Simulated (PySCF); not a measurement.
# Checking a proposed structure

A compound C7H11FO gives the data below (simulated from a calculation) and was assigned the structure `C[C@@H]1[C@@H](C)C[C@H]1C(=O)F`.

13C{1H} NMR (computed): δ 174.7 (C), 41.8 (CH), 31.2 (CH2, 2C), 30.2 (CH2), 26.3 (CH2, 2C).

1H NMR (600 MHz, computed): δ 2.81 (m, 1H), 2.28 (m, 2H), 1.81 (m, 1H), 1.64 (m, 2H), 1.62 (m, 2H), 1.44 (m, 2H), 1.16 (m, 1H).

[PySCF 2.14: shieldings: GIAO PBE0/pcSseg-1; coordinates at the GFN2-xTB level; no relativistic terms; a single conformation; one averaged value for each set of equivalent atoms; no solvent]

Scale: 1H (σref 31.72), 13C (σref 186.93) vs TMS (reference shieldings calculated alike).

Q: Compare with the shifts computed for the proposed structure, pairing carbons in order of shift.

A: Numbering as in the mapped SMILES `[CH3:1][C@@H:2]1[C@@H:3]([CH3:4])[CH2:5][C@H:6]1[C:7](=[O:8])[F:9]`. Each H is labelled by its parent atom.

```csv
atom,computed for proposal,given list,difference
C7,176.2,174.7,+1.5
C2,46.5,41.8,+4.7
C6,39.8,31.2,+8.6
C3,35.4,31.2,+4.2
C5,26.1,30.2,-4.1
C1,23.6,26.3,-2.7
C4,23.5,26.3,-2.8
```

The rms difference is 4.6 ppm and the largest +8.6 ppm at C6 (sp3 CH α to a carbonyl). The proposal also would give 7 carbon signals, not 5. The carbon types in order of shift don't match either: C, CH, CH, CH, CH2, CH3, CH3 for the proposal against C, CH, CH2, CH2, CH2, CH2, CH2 in the data. The proposal doesn't fit.

Q: Which isomer fits?

A: SMILES O=C(F)C1CCCCC1.

- Carbon types of the structure: 1 × C, 1 × CH, 5 × CH2, which accounts for all hydrogens.
- δC 174.7: carbonyl carbon.
- δC 41.8: sp3 CH α to a carbonyl; α to the electron-withdrawing carbonyl group.
- δC 31.2, 30.2, 26.3: sp3 CH2 in a ring; aliphatic region, no heteroatom directly attached.
- δH 2.81: hydrogen on an sp3 CH α to a carbonyl; α to C=O.

Other isomers checked: CC1(C)C[C@]1(C)C(=O)F (rms 5.4 ppm).

This is the structure that produced the data.

Splittings by 19F in the carbon and heteronuclear signals aren't shown, as no couplings were computed. Shifts are as computed. Against solution values, carbons near 30 ppm lie about +3 ppm off and those near 130 ppm about +5 ppm. Of 1211 compounds with measured shifts, 218 miss one by over three times the rms of a fit or turn the order of signals round; such compounds aren't used in these exercises. Multiplicities follow the n + 1 count of equivalent neighbours, as no J values were calculated; m marks all less simple cases, F and P coupling included.
